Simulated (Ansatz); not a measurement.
A geometry relaxed with PBE0-D4/def2-SVP run with Ansatz (a quantum-chemistry and plane-wave program), charge 0, multiplicity 1:

```xyz
19

H      4.5045     0.5984    -1.7847
B     -3.7152     0.5468    -0.0710
H     -4.5461     0.1643     0.7204
S      1.4178     0.8400    -1.5687
H     -2.5343    -0.8586     1.9993
H      4.8009    -0.5068    -0.0302
B      4.0603     0.0538    -0.8029
C     -1.2705     0.6798    -0.7734
C     -1.7845    -0.5125     1.2838
C      0.0812     0.3919    -0.5686
C     -0.4547    -0.8024     1.4963
H     -0.1350    -1.3740     2.3708
H     -4.0620     1.1804    -1.0414
C      1.9194    -0.5244     0.5703
C     -2.2231     0.2319     0.1503
C      0.5078    -0.3513     0.5661
C      2.5596     0.0556    -0.5079
H     -1.5900     1.2514    -1.6482
H      2.4640    -1.0643     1.3472
```

Problem. Write the SMILES of this molecule.

Solution. `Bc1ccc2cc(B)sc2c1`
